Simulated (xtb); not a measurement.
Harmonic IR lines of one isomer of C$_{3}$H$_{5}$N, unscaled. All values below come from GFN2-xTB in xtb.

```tsv
wavenumber (cm⁻¹)	relative intensity
499	6.4
724	8.6
928	3.7
2221	100
2932	10
2985	3.4
2999	4.3
```

Which structure gives these lines?
A. `C1=CNC1`
B. `C=CN=C`
C. `C1=NCC1`
D. `C=C=NC`

D, `C=C=NC`
